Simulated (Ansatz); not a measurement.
Gas-phase reaction R1 → P1 + P2, each structure at its B3LYP-D3(BJ)/def2-TZVP stationary point, reached from a drawn start (curvature not checked).
P1: O atom, charge 0, multiplicity 3.
P2: S atom, charge 0, multiplicity 3.
R1: OS (SMILES O=S), charge 0, multiplicity 3.

P less R. No zero-point or thermal terms; open shells are unrestricted; no spin–orbit coupling.

Frozen-core correlation throughout.

Codes used: Ansatz (Gaussian orbitals). No computed number here is a measurement.

```
level                 reaction energy (eV)
--------------------  --------------------
HF/cc-pV(D+d)Z                       1.840
HF/cc-pV(Q+d)Z                       2.392
SVWN5/def2-TZVPP                     7.227
BLYP/def2-TZVPP                      5.816
CAM-B3LYP/def2-TZVPP                 5.448
B2PLYP/def2-TZVPP                    5.436
MP2/cc-pV(D+d)Z                      4.731
CCSD/cc-pV(T+d)Z                       [?]
CCSD(T)/cc-pV(D+d)Z                    [?]
```

Some entries are withheld; supply them.


- CCSD/cc-pV(T+d)Z, reaction energy (eV): 4.776
- CCSD(T)/cc-pV(D+d)Z, reaction energy (eV): 4.343

Ansatz is a first-principles code.
